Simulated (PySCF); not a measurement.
From computed data to an observable: oscillator strength and radiative lifetime

Si(F)(OMe) (CH₃FOSi), SMILES CO[Si]F (connectivity only; charge and spin as stated), neutral, multiplicity 1.

The structure is a stationary point at TPSSh-D3(BJ)/def2-SVP. Other conformers were not sampled.

TDA-LC-ωPBE/def2-SVPD (PySCF) puts the first singlet state with f over 0.02 at 5.80 eV (vertical), with the transition dipole (0.000, 0.000, -1.214) in atomic units.

Find the oscillator strength, the wavelength and the radiative lifetime that this transition would have in vacuum if emission retraced absorption.


|μ|² = 1.4738 au, so |μ| = 3.09 D. ΔE = 5.80/27.211 = 0.2131 hartree. f = (2/3) ΔE |μ|² = 0.209 (the program prints 0.209).
λ = 1239.84/5.80 = 214 nm; ν = 46780 cm⁻¹.
Einstein's coefficient A = 0.6670 ν² f s⁻¹ (ν in cm⁻¹) = 3.1e8 s⁻¹, so τ = 1/A = 3.3 ns. This state is S1. The figure is the radiative limit of this one transition; relaxation, internal conversion, crossing to triplets and a medium change what is measured.
